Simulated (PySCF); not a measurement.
A structure optimised at PBE-D3(BJ)/def2-SVP, used in a PySCF frequency run:

```xyz
5

Se    -0.1620    -0.9146     0.1159
S     -2.2302    -0.1119     0.3797
H     -2.5888    -0.1095    -0.9398
Se     1.2431     0.9332    -0.3001
H      1.5154     1.2650     1.1288
```

Task: Write its SMILES and formula.

Result: S[Se][SeH], H2SSe2

Task: What are its rotational constants (standard atomic weights)?

Result: 6.2530, 1.3781, 1.1496 GHz
